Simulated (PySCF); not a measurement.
CHAlClNO2 (SMILES O=C=[N][Al]([OH])[Cl]), singlet, geometry from GFN2-xTB (such geometries of metal compounds can be far from the true shape). Base run: B3LYP/6-31G in PySCF.

PySCF was given this input:
```python
from pyscf import gto, scf, dft, solvent

mol = gto.Mole()
mol.atom = '''
    Al   -0.09409286    0.34055471   -0.63625880
    Cl    1.80368623    0.05666303   -1.25189689
    N    -0.56981426   -0.29855112    0.96867905
    C    -0.83228721   -0.74346113    2.04267380
    O    -1.09554809   -1.17158035    3.08287231
    O    -1.21235056    1.12493823   -1.53382987
    H    -1.99384651    1.53327881   -1.87552416
'''
mol.basis = '6-31g'
mol.verbose = 4
mol.build()

mf = dft.RKS(mol)
mf.xc = 'b3lyp'
mf.kernel()
```

Base: dipole (D) 3.06; HOMO-LUMO gap (eV) 7.15.

A changed run: ΔE vs base (kcal/mol) -9.47; dipole (D) 3.63; HOMO-LUMO gap (eV) 7.51.

Name the change that produced these shifts.
(A) model = IEF-PCM; solvent = n-hexane
(B) model = IEF-PCM; solvent = chloroform; vdw_scale = 1.1
(C) model = ddCOSMO; solvent = chloroform
(D) model = IEF-PCM; solvent = chloroform; r_probe = 0.5
(E) model = IEF-PCM; solvent = chloroform; lebedev_order = 11

B, model = IEF-PCM; solvent = chloroform; vdw_scale = 1.1

The base is the gas phase, so ΔE is the electrostatic part of solvation at a fixed geometry, without cavity and dispersion terms.
